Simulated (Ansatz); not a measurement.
Name a neutral molecule of Br, Cl, In, O and H with LUMO energy (PBE/def2-TZVPP) between -3.55 and -3.25 eV and HOMO energy (ωB97M-V/def2-TZVPP) between -11.10 and -10.80 eV (Ansatz, PBE0-D4/def2-TZVP geometry).

`[OH][In]([Cl])[Br]` (-3.46 eV, -11.03 eV). Other molecules can fit too; these were computed, each in one conformer that needn't be the lowest.
